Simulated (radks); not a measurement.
Problem. Re III, configuration [Xe] 4f14 5d5 (the NIST ground configuration). All-electron calculation, scalar-relativistic Kohn-Sham, SCAN, spin-polarised, spherical densities, finite nucleus; open shells are filled with parallel spins first (spin-orbit coupling, left out, can overturn this in heavy ions); meta-GGA in the generalised Kohn-Sham scheme; Fermi nuclear charge, rms radius 5.3698 fm. Program: a radial shooting solver on a logarithmic mesh with Libxc functionals. Some entries of the table are withheld. Estimate them.

orbital  occ.  eigenvalue (eV)  <r> (bohr)  r(max) (bohr)
1s down     1        -71744.57     0.01804        0.01124
1s up       1        -71744.57     0.01804        0.01124
2s up       1        -12479.34     0.07618        0.06447
2s down     1        -12479.15     0.07618        0.06447
2p up       3        -10889.82     0.06834        0.05303
2p down     3        -10889.64     0.06834        0.05303
3s up       1        -2913.390      0.1972         0.1817
3s down     1        -2913.340      0.1972         0.1817
3p up       3        -2441.768      0.1978         0.1802
3p down     3        -2441.699      0.1978         0.1802
3d up       5        -1906.099      0.1794         0.1471
3d down     5        -1905.940      0.1794         0.1471
4s up       1        -626.5506      0.4404         0.4128
4s down     1        -626.2111      0.4404         0.4129
4p up       3        -471.1342      0.4682         0.4330
4p down     3        -470.8094      0.4681         0.4330
4d up       5        -275.4522      0.5001         0.4433
4d down     5        -275.0640      0.4997         0.4434
5s up       1        -104.5531         (1)         0.9384
5s down     1        -101.5609         (2)         0.9329
5p up       3         -66.1335       1.213            (3)
5p down     3         -62.3854       1.196            (4)
4f up       7         -59.2568      0.5829         0.4175
4f down     7         -58.6069      0.5773         0.4172
5d up       5         -22.9265       1.757          1.400

Solution. 
(1) 5s up <r> (bohr): 1.044
(2) 5s down <r> (bohr): 1.033
(3) 5p up r(max) (bohr): 1.068
(4) 5p down r(max) (bohr): 1.058
